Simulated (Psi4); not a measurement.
H8Ge3, triplet, at the geometry of the source list (a higher spin typed on purpose: for a closed-shell molecule this is an excited state). Base run: CAM-B3LYP/def2-SV(P) run with Psi4 1.11.

The Psi4 input:
```
memory 2 GB

molecule mol {
0 3
  Ge    1.918200    0.707600    0.011600
  Ge    0.174200   -0.908900   -0.116600
  Ge   -2.040400   -0.049200    0.097700
  H     3.296100    0.131300   -0.142500
  H     1.802800    1.750900   -1.061800
  H     1.950100    1.477000    1.298100
  H     0.399100   -1.988700    0.907400
  H     0.280800   -1.659700   -1.425800
  H    -2.407200    0.862300   -1.036300
  H    -2.259400    0.775000    1.332600
  H    -3.114300   -1.097700    0.135600
}

set basis def2-sv(p)
set reference uks

energy('cam-b3lyp')
print_variables()
```

Each row names what was changed in the base input (with any setting that the change needs).

| change | ΔE vs base (mEh) | SCF cycles | grid points | basis functions | outcome |
|---|---|---|---|---|---|
| base | 0.000 | 12 | 236516 | 112 | converged |
| scf_type = out_of_core | 0.199 | 12 | 236516 | 112 | converged |
| dft_radial_scheme = becke | -2.944 | 12 | 210365 | 112 | converged |
| dft_radial_points = 99 | -0.058 | 12 | 309514 | 112 | converged |
| dft_pruning_scheme = robust | 0.000 | 12 | 161594 | 112 | converged |
| d_convergence = 1e-8 | 0.000 | 22 | 236516 | 112 | converged |
| dft_spherical_points = 590 | -0.023 | 12 | 460184 | 112 | converged |
| dft_radial_points = 35 | -49.129 | 12 | 112020 | 112 | converged |
| basis_guess = true | 0.000 | 10 | 236517 | 112 | converged |
| level_shift = 1.0 | 72.646 | 54 | 236516 | 112 | another SCF solution |
| e_convergence = 1e-8 | 0.000 | 16 | 236516 | 112 | converged |
| dft_nuclear_scheme = becke | 0.011 | 12 | 234698 | 112 | converged |
| damping_percentage = 20 | 0.000 | 42 | 236516 | 112 | converged |

A guess, shift, damping, solver or small numerical setting can't move a converged solution much, so rows marked as another SCF solution ended in a different state.

Open shells are given as the SCF converged; they aren't shown to be the lowest states, and a large step between rows can be another state.
